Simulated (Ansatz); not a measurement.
`C=C[CH2][Al]([F])[F]` + H₂Se → `[F][Al]([F])[SeH]` + propene at 600 K and 1 bar (ligand exchange at the Al–C bond).

Gas-phase electronic energies from Ansatz, PBE0-D4/def2-TZVP geometries. CBS: MP2 limit from def2 TZ/QZ plus the TZ coupled-cluster correction, frozen cores. For Se outer-core shells are correlated without core-valence functions, which leaves a few kJ/mol of doubt a bond. Scalar relativity is left out up to krypton. Each species was taken in one conformer, which may not be the lowest.

```json
{"species": "`C=C[CH2][Al]([F])[F]`", "CCSD(T)/CBS energy (Eh)": "-558.91415", "H − E (kJ/mol)": "262.8", "S (J/(mol·K))": "458.3"}
{"species": "H₂Se", "CCSD(T)/CBS energy (Eh)": "-2401.89790", "H − E (kJ/mol)": "57.0", "S (J/(mol·K))": "244.8"}
{"species": "`[F][Al]([F])[SeH]`", "CCSD(T)/CBS energy (Eh)": "-2843.11067", "H − E (kJ/mol)": "79.5", "S (J/(mol·K))": "389.3"}
{"species": "`C=CC`", "CCSD(T)/CBS energy (Eh)": "-117.74610", "H − E (kJ/mol)": "248.6", "S (J/(mol·K))": "323.1"}
```

H − E and S are ideal-gas, rigid-rotor, harmonic terms from PBE0-D4/def2-TZVP, for one conformer and one mirror image of each species. 1 Eh = 2625.50 kJ/mol, R = 8.31446 J/(mol·K).

By hand: ΔE, ΔH, ΔS and ΔG.

ΔE = (-2843.11067) + (-117.74610) − (-558.91415) − (-2401.89790) = -0.04472 Eh = -117.4 kJ/mol. Δ(H − E) = 79.5 + 248.6 − 262.8 − 57.0 = 8.3, so ΔH = -109.1 kJ/mol. ΔS = 389.3 + 323.1 − 458.3 − 244.8 = 9.3 J/(mol·K). ΔG = -109.1 − 600 × (9.3)/1000 = -114.7 kJ/mol.

By hand: the equilibrium constant, and the temperature at which ΔG would vanish if ΔH and ΔS stayed fixed.

log₁₀ K = −ΔG/(RT ln 10) = 10.0. ΔH and −TΔS have one sign here, so there is no such temperature.

The number of gas molecules stays the same, so ΔS is small and ΔH decides. A doubt of 5 kJ/mol in ΔE shifts log₁₀ K by 0.4 here. Other conformers and mirror images would add mixing entropy, several J/(mol·K) or more a flexible species. These are equilibria of isolated gas molecules and say nothing of rates. Largest T1 diagnostic: 0.012 (customary marks: 0.02 for closed shells, 0.045 for open ones).

ΔS is within the doubt of such terms, so its sign, and with it that verdict, could turn.
